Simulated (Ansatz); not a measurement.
One geometry of cyclo-(H2GeS)2 (Ge2H4S2), several levels of theory.

```yaml
crystal:
  periodic: [false, false, false]
  atoms:
    - {symbol: Ge, position_ang: [1.427237, 0.044445, 0.400980]}
    - {symbol: H, position_ang: [2.142475, -1.069879, 1.182908]}
    - {symbol: H, position_ang: [2.381893, 1.208929, 0.089116]}
    - {symbol: S, position_ang: [-0.430011, 0.742092, 1.448340]}
    - {symbol: Ge, position_ang: [-1.427215, -0.044233, -0.401074]}
    - {symbol: H, position_ang: [-2.379385, -1.210352, -0.087650]}
    - {symbol: H, position_ang: [-2.145297, 1.068286, -1.182936]}
    - {symbol: S, position_ang: [0.430302, -0.739296, -1.449673]}
basis:
  gaussian: {orbitals: def2-TZVP, initial_orbitals: start.molden}
hamiltonian: {xc: pbe, dispersion: d4}
scf: {omitted_lower_state_checks: [starts]}
output: {forces: true, orbitals: {seedname: orbitals}}
```

The file start.molden holds the orbitals of an earlier run on this structure, at another level or in another basis.

```sh
$ ansatz run in.yaml --threads 2 --pin off --events-out ev --progress --plain --max-ram 32768MiB --backend cpu
```

It prints (some lines left out):

```
Functional definition: PBE
1414 factors; their error is unknown
mean field evaluation 1: about -134748.8464 eV, gradient 1.5e1 eV
mean field evaluation 2: about -134749.0085 eV, gradient 2.1e-1 eV
mean field evaluation 4: about -134748.9782 eV, gradient 2.4e-4 eV
mean field -134748.97823371 eV, -4951.9336139508 hartree, gradient 2.7e-5 eV, S^2 0.000000; 0 other end points of the search recorded, 0 dependent functions left out
reference -134748.97827411 eV, -4951.9336154355 hartree; 50, 50 occupied and 144, 144 virtual orbitals, 1414 factors
Total energy: -134749.26821202 eV, -4951.9442704572 hartree
Atom 0 at     1.427237     0.044445     0.400980 Å, force    -0.120587    -0.003722    -0.033929 eV/Å
Atom 1 at     2.142475    -1.069879     1.182908 Å, force     0.103252    -0.133191     0.098755 eV/Å
Atom 2 at     2.381893     1.208929     0.089116 Å, force     0.131822     0.140456    -0.032645 eV/Å
Atom 3 at    -0.430011     0.742092     1.448340 Å, force    -0.059656     0.102731     0.200927 eV/Å
Atom 4 at    -1.427215    -0.044233    -0.401074 Å, force     0.120601     0.003771     0.033885 eV/Å
Atom 5 at    -2.379385    -1.210352    -0.087650 Å, force    -0.131685    -0.140499     0.032732 eV/Å
Atom 6 at    -2.145297     1.068286    -1.182936 Å, force    -0.103394     0.133159    -0.098758 eV/Å
Atom 7 at     0.430302    -0.739296    -1.449673 Å, force     0.059647    -0.102705    -0.200968 eV/Å
Dipole moment:    -0.000035    -0.000342     0.000168 e Å
Checks for a lower state left out: starts
```

Run time 3.1 s (2 threads of AMD EPYC 7R13 on a shared host).

As the first input, with `gaussian: {orbitals: STO-3G}`, `hamiltonian: {xc: hf}`, `output: {orbitals: {seedname: orbitals}}` (abridged; 0.45 s):

```
Functional definition: HF
mean field -133126.64424634 eV, -4892.3139395725 hartree, gradient 1.5e-5 eV, S^2 0.000000
Total energy: -133126.64424634 eV, -4892.3139395725 hartree
Checks for a lower state left out: starts
```

The first input with `correlation: {method: ccsd_t}`, `output: {orbitals: {seedname: orbitals}}` and without the key `hamiltonian` (abridged; 5.5 s, on the card):

```
Functional definition: HF
mean field -134648.60008941 eV, -4948.2447851867 hartree, gradient 8.0e-6 eV, S^2 0.000000
28 core orbitals not correlated: weight in the atoms' cores, before any rotation towards them, 1.000 or more for the frozen orbitals, at most 0.000 for the correlated occupied ones
second order -22.60969441 eV of doubles, -0.00000000 eV of singles
cycle   1  -22.81048045 eV  change   -2.0e-1 eV  update   1.2e-1
cycle   2  -23.58212578 eV  change   -7.7e-1 eV  update   3.3e-2
cycle   3  -23.67025718 eV  change   -8.8e-2 eV  update   1.5e-2
cycle   4  -23.65755582 eV  change    1.3e-2 eV  update   3.3e-3
cycle   5  -23.65781237 eV  change   -2.6e-4 eV  update   1.2e-3
cycle   6  -23.65748664 eV  change    3.3e-4 eV  update   4.5e-4
cycle   7  -23.65744139 eV  change    4.5e-5 eV  update   1.7e-4
cycle   8  -23.65753752 eV  change   -9.6e-5 eV  update   6.6e-5
cycle   9  -23.65754577 eV  change   -8.2e-6 eV  update   1.8e-5
perturbative correction -1.08473546 eV, -0.0398632928 hartree
Total energy: -134673.34237064 eV, -4949.1540472509 hartree
Checks for a lower state left out: starts
```

As the first input, with `hamiltonian: {xc: {name: LC-wPBE}}`, `output: {orbitals: {seedname: orbitals}}` (abridged; 3.7 s):

```
Functional definition: LC-wPBE
mean field -134754.42222090 eV, -4952.1336767901 hartree, gradient 2.1e-5 eV, S^2 0.000000
Total energy: -134754.42222091 eV, -4952.1336767904 hartree
Checks for a lower state left out: starts
```

As the first input, with `hamiltonian: {xc: {name: BHLYP}, dispersion: d4}`, `output: {orbitals: {seedname: orbitals}}` (abridged; 5 s):

```
Functional definition: BHLYP
mean field -134774.25362654 eV, -4952.8624675053 hartree, gradient 1.5e-5 eV, S^2 0.000000
Total energy: -134774.70270096 eV, -4952.8789706856 hartree
Checks for a lower state left out: starts
```

As the first input, with `gaussian: {orbitals: def2-TZVPD, initial_orbitals: start.molden}`, `output: {orbitals: {seedname: orbitals}}` (abridged; 4 s):

```
Functional definition: PBE
mean field -134749.03143211 eV, -4951.9355689561 hartree, gradient 2.4e-5 eV, S^2 0.000000
Total energy: -134749.32143697 eV, -4951.9462264381 hartree
Checks for a lower state left out: starts
```

The first input with `gaussian: {orbitals: def2-SVP, initial_orbitals: start.molden}`, `output: {orbitals: {seedname: orbitals}}` (abridged; 1.5 s):

```
Functional definition: PBE
mean field -134727.04126081 eV, -4951.1274450663 hartree, gradient 1.5e-5 eV, S^2 0.000000
Total energy: -134727.33123476 eV, -4951.1381014125 hartree
Checks for a lower state left out: starts
```

Geometry: PBE0-D4/def2-SVP.

LC-ωPBE has ω = 0.4 bohr⁻¹. Correlated methods freeze 28 core orbitals; core or outer-core shells of Ge are correlated, in sets that lack core-valence functions.
